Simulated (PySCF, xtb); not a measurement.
B(F)(NCO)2 (C2BFN2O2), SMILES O=C=NB(F)N=C=O.

Coordinates come from a PBE0-D3(BJ)/def2-SVP optimisation. Other conformers were not sampled.

Calculation: IEF-PCM-M06-2X/def2-SVP run with PySCF.

The values are the electrostatic part of the solvation free energy, E(continuum) − E(gas) at the gas-phase geometry, in a cavity of scaled van der Waals radii (PySCF's table); cavitation and dispersion terms are not included. In vacuum the orbital gap is 9.74 eV. The dipole moment in vacuum is 0.22 D.

Estimate the values in water (ε = 78.36), 1-octanol (ε = 9.86), cyclohexanone (ε = 15.62). (The exact figures need the calculation; the answer reports its results.)


```csv
solvent,ε,ΔG(elec) (kcal/mol),dipole (D),gap (eV)
water,78.36,-3.6,0.36,9.77
1-octanol,9.86,-3.1,0.34,9.77
cyclohexanone,15.62,-3.3,0.35,9.77
```

For comparison, GFN2-xTB/ALPB(water) (xtb, at the GFN2-xTB geometry, all terms of that model) gives -0.5 kcal/mol.
